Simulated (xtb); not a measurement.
AlH4NO2, SMILES [NH2][Al]([OH])[OH]. All values are semi-empirical tight-binding results from xtb (GFN2-xTB unless named), good for trends rather than for accurate numbers. Coordinates come from a GFN2-xTB optimisation. Other conformers were not sampled.

Optimised geometry:

Bond lengths (Å): Al1–O2 1.652, Al1–O4 1.649, Al1–N6 1.777, O2–H3 0.944, O4–H5 0.946, N6–H7 1.006, N6–H8 1.006. Bond angles (°): O2–Al1–O4 121.2, O2–Al1–N6 122.9, O4–Al1–N6 115.9, Al1–O2–H3 152.9, Al1–O4–H5 152.3, Al1–N6–H7 123.4, Al1–N6–H8 126.0, H7–N6–H8 110.6.
Charge 0, spin multiplicity 1.

For metal compounds this method's bond lengths and energies can be far off.

```
Item                                           Value
-------------------------------------  -------------
point group as xtb finds it                       Cs
orbital gap                                  3.94 eV
zero-point energy                      30.7 kcal/mol
G − E(el) at 298.15 K (modified RRHO)  11.9 kcal/mol
```

Computed atomic charges and the Wiberg bond orders between heavy atoms:
charges (e) Al1 0.38, O2 -0.47, H3 0.30, O4 -0.46, H5 0.31, N6 -0.39, H7 0.17, H8 0.16. Bond orders Al1–O2 1.33, Al1–O4 1.33, Al1–N6 1.27.
